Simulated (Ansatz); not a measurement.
Basis sets compared for Al6Ir⁺. Charge 1, multiplicity 1. Geometry PBE-D4/def2-SVP. Ansatz on 4 threads of Arm Neoverse V1 on a shared host; times are rough, and most runs start from earlier orbitals.

```xyz
7

Ir    0.678    0.829    0.806
Al    0.173   -0.544   -1.215
Al    0.012   -1.504    1.519
Al    0.576    2.171   -1.251
Al   -1.650    1.379   -0.002
Al   -2.166   -1.422   -0.291
Al    2.377   -0.909    0.434
```

In the def2 sets Ir takes a core potential; there is no spin–orbit coupling. The restricted singlet is unstable towards broken spin symmetry in Hartree–Fock (as tested in another run); at PBE-D4/def2-SVP, PBE-D4/def2-TZVP, PBE0-D4/def2-SVP, PBE0-D4/def2-TZVP this wasn't settled. No other spin state of charge 1 was run. Another isomer (singlet) lies 0.21 eV lower at PBE0-D4/def2-TZVP; other spin states weren't run for this one.

```json
{"level": "PBE-D4/def2-SVP", "functions": "140", "energy (Eh)": "-1557.6056", "HOMO (eV)": "-8.44", "LUMO (eV)": "-7.99", "wall time": "2.5 s"}
{"level": "PBE0-D4/def2-SVP", "functions": "140", "energy (Eh)": "-1557.6378", "HOMO (eV)": "-9.06", "LUMO (eV)": "-7.40", "wall time": "4 s"}
```

Problem. Estimate the rows for PBE-D4/def2-TZVP (with forces), PBE0-D4/def2-TZVP.

Solution. 
| level | functions | energy (Eh) | HOMO (eV) | LUMO (eV) | wall time |
| --- | --- | --- | --- | --- | --- |
| PBE-D4/def2-TZVP (with forces) | 262 | -1558.1418 | -8.34 | -7.88 | 7 s |
| PBE0-D4/def2-TZVP | 262 | -1558.1683 | -8.96 | -7.27 | 13 s |
